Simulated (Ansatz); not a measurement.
Molecule: CH2BF2O (charge 0, doublet). It need not be the lowest isomer of its formula. SMILES: B(O[CH2])(F)F
Geometry from a B3LYP-D3(BJ)/def2-TZVP (Ansatz, a program for electronic structure) optimisation:
```xyz
7

B      0.4771     0.0645    -0.0248
F      0.6860    -1.2355    -0.1945
F      1.5167     0.8790     0.0044
O     -0.7641     0.5843     0.1205
C     -1.9076    -0.1580     0.0932
H     -2.8127     0.3922     0.2818
H     -1.8385    -1.2326     0.0299
```
Charge 0, spin multiplicity 2.

Wanted: atomisation energy (electronic, to ground-state atoms), in eV. Valence correlation only, unless marked. Open shells are spin-unrestricted. Spin-orbit coupling is left out. No relativistic terms. The coupled-cluster limit lacks core correlation, which all-electron functionals hold. CBS(X,Y): correlation extrapolated as X^-3; Hartree-Fock from the larger set. The bracket is a focal-point correction in the basis named.

| level | program | atomisation energy (eV) |
|---|---|---|
| SVWN5/def2-TZVPD | Ansatz | 37.22 |
| PBE0/STO-3G | Ansatz | 34.92 |

Task: Estimate the value at RI-MP2/CBS(cc-pVTZ,cc-pVQZ)+[CCSD(T)-MP2]/cc-pVTZ as computed with Ansatz.

Result: 31.77 eV, so PBE0/STO-3G differs from it by 3.15 eV.
